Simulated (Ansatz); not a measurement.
`[SiH3]OB(Cl)Br` + `[NH2][Ge][OH]` → `NB(Cl)O[SiH3]` + `[OH][Ge][Br]`  (redistribution)

Gas-phase electronic energies from Ansatz, PBE0-D4/def2-TZVP geometries. CBS: MP2 limit from def2 TZ/QZ plus the TZ coupled-cluster correction, frozen cores. For Br, Ge outer-core shells are correlated without core-valence functions, which leaves a few kJ/mol of doubt a bond. Scalar relativity is left out up to krypton. One conformer a species, not always the lowest.

`[SiH3]OB(Cl)Br`:

Z-matrix (Å, degrees):
```
Si
O 1 1.670
H 1 1.479 2 105.5
H 1 1.481 2 109.4 3 119.2
H 1 1.481 2 109.3 3 -119.2
B 2 1.329 1 133.7 3 -179.6
Br 6 1.932 2 120.9 1 0.1
Cl 6 1.748 2 120.4 1 -179.9
```

`[NH2][Ge][OH]`:

Z-matrix (Å, degrees):
```
N
Ge 1 1.829
H 1 1.009 2 127.3
H 1 1.008 2 121.0 3 -179.9
O 2 1.793 1 99.4 3 0.0
H 5 0.961 2 116.5 1 -0.1
```

`NB(Cl)O[SiH3]`:

Cartesian coordinates in Å:
```
N 0.433 -1.516 -0.677
B 0.899 -0.723 0.375
Cl 2.276 -1.315 1.332
O 0.366 0.477 0.718
Si -0.848 1.460 0.217
H -0.339 -1.251 -1.264
H 0.852 -2.399 -0.904
H -0.274 2.769 -0.173
H -1.813 1.634 1.329
H -1.552 0.864 -0.954
```

`[OH][Ge][Br]`:

Z-matrix (Å, degrees):
```
O
Ge 1 1.771
H 1 0.963 2 115.4
Br 2 2.376 1 98.8 3 -0.0
```

| species | CCSD(T)/CBS(def2) energy (Eh) |
| --- | --- |
| `[SiH3]OB(Cl)Br` | -3424.11513 |
| `[NH2][Ge][OH]` | -2207.83457 |
| `NB(Cl)O[SiH3]` | -906.71622 |
| `[OH][Ge][Br]` | -4725.27533 |

(1) Work out ΔE.

(2) What do rigid-rotor, harmonic-oscillator terms from PBE0-D4/def2-TZVP frequencies (298.15 K, 1 bar) make of the CCSD(T)/CBS value? (Estimate.)

Largest T1 diagnostic among the species: 0.014.

## Answers

(1) ΔE = (-906.71622) + (-4725.27533) − (-3424.11513) − (-2207.83457) = -0.04185 Eh = -1.14 eV.

(2) Computed: ΔZPE = +0.06 eV, ΔH = -1.08 eV, ΔS = 7 J/(mol·K), ΔG = -1.11 eV. Modes under 50 cm⁻¹ make the entropy rough.

In def2-TZVPP, CCSD(T) changes the Hartree–Fock value by +0.27 eV (the triples alone add +0.03 eV) and MP2 by +0.32 eV. From BLYP to BHLYP (50 % exact exchange), in def2-TZVPP and without D4, ΔE moves by −0.06 eV. Leaving LDA and LC-ωPBE aside and taking each functional with its dispersion term where it has one, the values, not all of them listed here, spread over 0.14 eV, from BHLYP-D4 to ωB97X-V.
